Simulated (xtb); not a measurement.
CH₆GaN, SMILES [CH3][GaH][NH2]. All values are semi-empirical tight-binding results from xtb (GFN2-xTB unless named), good for trends rather than for accurate numbers. The structure is a stationary point at GFN2-xTB. One conformer was computed; it need not be the lowest.

For metal compounds this method's bond lengths and energies can be far off.

```yaml
orbital_gap: 4.64 eV
zero_point_energy: 39.2 kcal/mol
G − E(el) at 298.15 K (modified RRHO): 20.5 kcal/mol
```
